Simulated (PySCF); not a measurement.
B(H)(SH)2 (BH3S2), SMILES SBS.

Coordinates come from a PBE-D3(BJ)/def2-TZVP optimisation. The values are those of a single conformer.

These are M06-2X/def2-TZVPD (PySCF) values and carry that method's errors.

Symmetry labels are those of the subgroup C2v that the program uses (full group C2v).

Question: List the valence orbital energies around the gap with their symmetry. (An estimate is asked for; the answer gives what the named calculation found.)

Answer: 
```
orbital  symmetry  energy (eV)
-------  --------  -----------
HOMO−7         B2       -22.24
HOMO−6         A1       -15.35
HOMO−5         A1       -14.01
HOMO−4         B2       -12.40
HOMO−3         B2       -11.13
HOMO−2         B1       -10.21
HOMO−1         A1       -10.19
HOMO           A2        -8.63
LUMO           A1        -0.21
LUMO+1         B1        -0.20
LUMO+2         B2         0.37
LUMO+3         A1         0.63
```
